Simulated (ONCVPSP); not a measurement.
**zinc (Zn): one change to an ONCV potential, before and after**

zinc, optimised norm-conserving Vanderbilt (ONCV), made with ONCVPSP 4.0.1 (PBE, fully relativistic). Core [Ne], reference 3s2 3p6 3d10 4s2. Waves: 3s+4s: rc 1.30 bohr, ncon 4, nbas 6, qcut 8.4 1/bohr, 3 projectors, debl 1.8 Ha; 3p: rc 0.95 bohr, ncon 4, nbas 8, qcut 15.2 1/bohr, 2 projectors, debl 2.3 Ha; 3d: rc 1.10 bohr, ncon 4, nbas 8, qcut 16.7 1/bohr, 3 projectors, debl 3.8 Ha. Local part: polynomial inside 0.90 bohr (lpopt 5, dvloc0 0 Ha). Core correction: polynomial model core, fcfact 0.2.

Open shells are filled in proportion to 2j + 1.

In the p channel the program set the typed energies aside and used -3.027, 0.250 Ha (j = l + 1/2; the other j can differ).

Change: s: qcut 9.9; p: qcut 17.9; d: qcut 19.7.

Cutoffs: the cutoffs (Ha) at which the residual kinetic energy of the hardest occupied pseudo-wave falls to 1 and 0.1 mHa per electron; they do not see the model core or the augmentation charge, which bear on the density cutoff. Errors are all-electron minus pseudo energies relative to the spin-unpolarised reference configuration.

Problem. What does the change do?

Solution. The potential gets harder (96 Ha and 109 Ha → 115 Ha and 134 Ha); of the 4 tests that both files solve, the error grows in 1 and shrinks in 1 by more than 15 % and 0.3 meV (median size 1.7 → 1.9 meV); neither file shows a bound ghost.

```tsv
quantity	base	changed
cutoff, loose	96 Ha	115 Ha
cutoff, tight	109 Ha	134 Ha
loose cutoff by channel	s 18 Ha, p 50 Ha, d 96 Ha	s 18 Ha, p 49 Ha, d 115 Ha
bound ghosts	none	none
GHOST(+) flags under 300 eV	none	none
error for 3s2 3p6 3d10 4s1, meV [ΔE 9.89 eV]	+0.7	+0.7
error for 3s2 3p6 3d10 4s0, meV [ΔE 28.33 eV]	+2.8	+2.8
error for 3s2 3p6 3d9 4s0, meV [ΔE 68.87 eV]	-0.3	-1.1
error for 3s2 3p6 3d8 4s0, meV [ΔE 130.68 eV]	+45	+34
s: phases at 1.32 bohr within 0.05 rad from the reference energy up to (Ha; the scan ends near 5)	to the end of the scan	to the end of the scan
p3/2: phases at 0.96 bohr within 0.05 rad from the reference energy up to (Ha; the scan ends near 5)	to the end of the scan	to the end of the scan
p1/2: phases at 0.96 bohr within 0.05 rad from the reference energy up to (Ha; the scan ends near 5)	to the end of the scan	to the end of the scan
d5/2: phases at 1.12 bohr within 0.05 rad from the reference energy up to (Ha; the scan ends near 5)	to the end of the scan	to the end of the scan
d3/2: phases at 1.12 bohr within 0.05 rad from the reference energy up to (Ha; the scan ends near 5)	to the end of the scan	to the end of the scan
rms error of d²Exc/dni dnj with the model core, mHa	6.07	6.12
```
